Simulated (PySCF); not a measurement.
Species: C4H7F3S.
SMILES: `CCSCC(F)(F)F`

Computed, not measured: PySCF, TDDFT CAM-B3LYP/def2-SVPD, vertical, gas phase, core orbitals frozen in the response. Geometry: PBE0-D3(BJ)/def2-SVP, one conformer, isolated molecule. Torsions of this conformer, `[CH3:1][CH2:2][S:3][CH2:4][C:5]([F:6])([F:7])[F:8]`: C1–C2–S3–C4 56°, C2–S3–C4–C5 69°, S3–C4–C5–F6 55°.

Each state is given a Gaussian of 0.25 eV full width at half maximum, with ε(max) = 2.175×10⁸ f / Δν̃ (Δν̃ the width in cm⁻¹). The cross-section is σ = 3.8235×10⁻²¹ ε cm², given in Mb (10⁻¹⁸ cm²). The width is an assumption, not a result. The curve ends short of the highest state used, and states not computed would add to its high-energy end.

λ (nm), σ (Mb) and a bar:
```
    173.3       0.91 ##
    174.6       0.41 #
    176.0       0.61 #
    177.3       1.31 ###
    178.6       2.36 #####
    179.9       3.40 #######
    181.2       3.94 ########
    182.5       3.78 ########
    183.8       3.26 #######
    185.1       3.20 #######
    186.4       4.35 #########
    187.7       6.98 ##############
    189.0      10.50 #####################
    190.3      13.53 ############################
    191.6      14.71 ##############################
    192.9      13.50 ############################
    194.2      10.52 #####################
    195.5       7.00 ##############
    196.8       4.01 ########
    198.1       1.98 ####
    199.4       0.85 ##
    200.7       0.32 #
    202.0       0.11 
    203.3       0.03 
    204.6       0.01 
    205.9       0.02 
    207.2       0.03 
    208.5       0.06 
    209.8       0.10 
    211.1       0.14 
    212.4       0.18 
    213.7       0.20 
    215.0       0.20 
    216.3       0.18 
    217.6       0.15 
    218.9       0.11 
    220.2       0.07 
    221.5       0.05 
    222.8       0.03 
    224.1       0.01 
    225.4       0.01 
    226.7       0.00 
    228.0       0.00 
    229.3       0.00
```

(1) Locate the maxima and give the states behind the curve.

(2) Coming from long wavelengths, where does ε first pass 100 L mol⁻¹ cm⁻¹?

(3) On this curve, what absorbance would a 10⁻⁴ mol/L sample give at 193 nm over a 1 cm path?

Answers

(1) 214 nm (5.78 eV), ε about 53, made up of S1 (100%); 192 nm (6.47 eV), ε about 3800, made up of S2 (100%); 182 nm (6.83 eV), ε about 1000, made up of S3 (99%) (ε in L mol⁻¹ cm⁻¹; maxima over ε = 5, shares over 10%). At its high-energy end, 7.15 eV, the curve is still rising (ε about 220, from S4). The states used: S1 5.78 eV (f 0.0005); S2 6.47 eV (f 0.036); S3 6.84 eV (f 0.0095); S4 7.40 eV (f 0.028); S5 7.60 eV (f 0.0074); S6 7.75 eV (f 0.011).

(2) At about 200 nm (6.18 eV), 0.40 eV above S1.

(3) 193 nm is 6.424 eV, where ε is about 3500 L mol⁻¹ cm⁻¹, so A = ε c l ≈ 0.35 (Beer–Lambert, with the gas-phase spectrum and the assumed width).
